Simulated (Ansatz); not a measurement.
Spectroscopic constants of Ba2, closed-shell singlet (lowest of 2S+1 = 1, 3 at CCSD(T)/def2-TZVPP on PBE0 minima; our sources give no spin for the ground state, which may be another). No spin–orbit coupling.

Constants: fifth-degree fit in 1/R to seven points, most abundant isotopes. In def2 and cc sets the state is the lowest found near the PBE0 minimum, followed along R. The singlet is held restricted. HF and MP2 rows in def2 and cc sets belong to the determinant that coupled cluster picked by its CCSD energy.

Correlated levels freeze the inner cores; with def2 sets outer-core shells near the valence are correlated too.

The values were computed with Ansatz (Gaussian basis) for Hartree–Fock, density functionals and correlated methods. Values without a source in brackets are computed. In def2 rows elements past Kr take small-core potentials, without spin–orbit coupling.

```tsv
level	r_e (Å)	ω_e (cm⁻¹)	ω_e x_e (cm⁻¹)
r2SCAN/def2-TZVPP	5.003	40	0.16
B97M-V/def2-TZVPP	5.039	39	0.19
PBE0/def2-TZVPP	5.037	37	0.17
wB97X-V/def2-TZVPP	5.306	28	0.18
wB97M-V/def2-TZVPP	5.294	26	0.14
MP2/def2-QZVPP	5.148	30	0.21
SCS-MP2/def2-QZVPP	5.251	___	0.22
CCSD(T)/def2-QZVPP	___	___	0.22
```

Complete the blanks.


- CCSD(T)/def2-QZVPP, r_e (Å): 5.122
- CCSD(T)/def2-QZVPP, ω_e (cm⁻¹): 31
- SCS-MP2/def2-QZVPP, ω_e (cm⁻¹): 27

Doubts at one or more of the structures used: a restricted determinant that unrestricted orbitals would lower (MP2/def2-QZVPP, SCS-MP2/def2-QZVPP, CCSD(T)/def2-QZVPP).

Ansatz is a first-principles code.
